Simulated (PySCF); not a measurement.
Species: CH7Ge2NO.
Bonds: O1–C2 (double), C2–Ge3, Ge3–N4, N4–Ge5. Hydrogens: H6 on C2; H7, H8 on Ge3; H9 on N4; H10, H11, H12 on Ge5.

Computed, not measured: PBE0-D3(BJ)/def2-SVP geometry optimisation, gas phase (PySCF).

Question: What internal coordinates does the optimisation give?

Answer: 
```tsv
bond	length (bohr)
O1=C2	2.270
C2–Ge3	3.783
Ge3–N4	3.462
N4–Ge5	3.469
C2–H6	2.131
Ge3–H7, Ge3–H8	2.914
N4–H9	1.918
Ge5–H10, Ge5–H11, Ge5–H12	2.914
```

Bonds in one row agree within 0.02 bohr and their mean is given. A selection of angles:
```tsv
angle	degrees
O1–C2–Ge3	122.1
O1–C2–H6	120.8
Ge3–C2–H6	117.1
C2–Ge3–N4	107.8
C2–Ge3–H7	107.6
C2–Ge3–H8	109.6
N4–Ge3–H7	114.0
N4–Ge3–H8	107.3
H7–Ge3–H8	110.4
Ge3–N4–Ge5	125.4
Ge3–N4–H9	116.0
Ge5–N4–H9	116.3
N4–Ge5–H10	112.6
N4–Ge5–H11	109.6
N4–Ge5–H12	105.3
H10–Ge5–H11	109.2
H11–Ge5–H12	110.5
```

Torsions: O1–C2–Ge3–N4 -159° (antiperiplanar); C2–Ge3–N4–Ge5 63° (synclinal). The mirror-image conformer, all signs reversed, is as good.

Ge5 (germanium bonded to N and 3 H) is distorted tetrahedral (angles from 105.3° to 112.6°). N4 (nitrogen bonded to 2 Ge and H) is almost planar (angles 125.4°, 116.3° and 116.0°, sum 357.7°, 0.13 Å off the plane of its three neighbours). Ge3 (germanium bonded to C, N and 2 H) is distorted tetrahedral (angles from 107.3° to 114.0°).

Point group: C1 (no symmetry element, even within 0.4 Å). No frequency check. The numbers are those of one conformer.

Time: 4.2 min of wall time; peak memory 0.52 GiB. Hardware: one thread, Arm Neoverse V1 (aarch64), no GPU, shared host with 32 logical CPUs at a one-minute load of 29. That covers the optimisation of the geometry.
